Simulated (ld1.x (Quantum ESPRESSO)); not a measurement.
Scattering properties, TM semilocal potential for Pb

Pb, norm-conserving Troullier–Martins (semilocal form), made with ld1.x (Quantum ESPRESSO) 7.5 (PBE, scalar-relativistic). Core [Xe] 4f14, reference 5d10 6s2 6p0 (charge +2). Waves: 6p (bound, empty): rc 2.25 bohr; 5d (bound): rc 1.80 bohr; 6s (bound): rc 1.95 bohr. Local part: the s channel. Core correction: Bessel-smoothed model core, default radius (core density twice the valence density).

The phase is arctan(r·u′/u) with u = r·R(r), unwrapped; energies in Ry, scanned from -5 to 5 Ry. A pole is an energy at which the radial function vanishes at the test radius. The pseudo phase is shifted by a multiple of π to meet the all-electron one at the reference energy, and phase errors are pseudo minus all-electron; the curves can meet again beyond the range given. Levels narrower than the energy grid can be missing from the lists of poles.

For each channel, where are the poles, and over which energies does the pseudopotential scatter like the atom?

```
channel  radius (bohr)  reference energy (Ry)  poles, all-electron  poles, pseudo  unbroken range about the reference energy with phases within 0.05 rad  phase error 1 Ry above the reference energy (rad)
      s           2.46                  -2.02                -0.31          -0.36                                                              below 1.9                                             -0.003
      p           2.46                  -1.26                 1.65           1.38                                                              below 2.6                                             -0.009
      d           2.46                  -2.78          -2.57, 4.81    -2.57, 4.69                                                        the whole range                                             -0.000
```

Phases in the s channel:

```csv
E (Ry),all-electron,pseudo
-5.00,1.299,1.297
-4.74,1.281,1.279
-4.48,1.259,1.257
-4.22,1.231,1.229
-3.96,1.196,1.193
-3.70,1.148,1.145
-3.44,1.079,1.077
-3.18,0.975,0.972
-2.92,0.800,0.796
-2.66,0.475,0.470
-2.40,-0.097,-0.099
-2.14,-0.700,-0.701
-1.88,-1.061,-1.061
-1.62,-1.254,-1.255
-1.36,-1.368,-1.370
-1.10,-1.443,-1.446
-0.84,-1.496,-1.500
-0.58,-1.537,-1.542
-0.32,-1.570,-1.576
-0.06,-1.598,-1.605
0.20,-1.623,-1.631
0.46,-1.645,-1.656
0.72,-1.667,-1.681
0.98,-1.688,-1.706
1.24,-1.710,-1.734
1.50,-1.733,-1.764
1.76,-1.758,-1.800
2.02,-1.787,-1.845
2.28,-1.820,-1.905
2.54,-1.861,-1.989
2.80,-1.912,-2.119
3.06,-1.980,-2.345
3.32,-2.075,-2.765
3.58,-2.216,-3.395
3.84,-2.442,-3.904
4.10,-2.804,-4.184
4.36,-3.292,-4.340
4.62,-3.731,-4.436
4.88,-4.021,-4.500
```
